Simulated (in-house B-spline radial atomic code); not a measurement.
A radial electron density 4πr²n(r) was computed for an atom or ion in its tabulated ground configuration with an all-electron radial atomic-structure program (B-spline basis); method: Dirac-Kohn-Sham PBEsol, spherical fractional occupations. Columns: r (bohr), 4πr²n(r) (electrons per bohr), bar.

```
 0.00173    1.456 #
 0.00211    2.075 ##
 0.00256    2.912 ##
 0.00311    4.067 ###
 0.00377     5.61 ####
 0.00458    7.686 ######
 0.00556    10.38 ########
 0.00676    13.85 ###########
 0.00821    18.09 ##############
 0.00997     23.1 ##################
  0.0121    28.68 #######################
  0.0147    34.49 ###########################
  0.0179    39.95 ################################
  0.0217    44.08 ###################################
  0.0263    46.22 #####################################
   0.032     45.9 ####################################
  0.0388    43.44 ##################################
  0.0472    40.15 ################################
  0.0573    38.31 ##############################
  0.0696    39.91 ################################
  0.0845    45.26 ####################################
   0.103    52.04 #########################################
   0.125    55.43 ############################################
   0.151    52.33 ##########################################
   0.184    43.29 ##################################
   0.223    34.49 ###########################
   0.271    31.64 #########################
   0.329    35.19 ############################
     0.4    38.92 ###############################
   0.485    36.37 #############################
    0.59    27.08 #####################
   0.716    16.36 #############
    0.87    8.826 #######
    1.06    5.243 ####
    1.28    3.679 ###
    1.56    2.291 ##
    1.89    1.064 #
     2.3   0.3204 
    2.79  0.06087 
    3.39 0.006392 
    4.11 0.000355 
       5 8.151e-06
```

Task: Which atom or ion is it?
A. Kr6+
B. Rb6+
C. Br6+
D. Rb5+

Result: B. The area under the curve, ∫4πr²n dr = ∫r·4πr²n d(ln r) on this logarithmic grid, is 31 electrons, which only this option has. The configuration is [Ar] 3d10 4s2 4p1.
